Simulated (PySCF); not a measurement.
**Tc⁺ (technetium, charge +1): UHF calculation**

Configuration: [Kr] 4d5 5s1, high-spin 7S determinant. Computed with PySCF 2.14 in def2-TZVP with the def2 core potential (28 electrons) (6s4p3d1f, 40 functions), with scalar relativity through the core potential.

| Property | Result |
| --- | --- |
| Total energy | -79.909059 hartree |
| One-electron energy | -133.8563 hartree |
| Hartree (Coulomb) energy | 62.1462 hartree |
| Exchange energy | -8.1990 hartree |
| ⟨S²⟩ | 12.0014 |
| ⟨L²⟩ | 0.000 |
| Sum of ⟨r⟩ | 20.68 bohr |
| Sum of ⟨r²⟩ | 38.89 bohr² |
| Time after the integrals | 0.08 s of wall time on 1 thread of Neoverse-V2 (shared host) |

```tsv
shell	electrons	mean orbital energy (hartree)	rms radius, mean of both spins (bohr)
4s α	1	-3.75382	1.14
4s β	1	-3.45821	1.14
4p α	3	-2.56591	1.26
4p β	3	-2.19027	1.26
4d α	5	-0.78980	1.79
5s α	1	-0.53222	3.27
```

Energies and moments cover only the electrons outside the core potential.
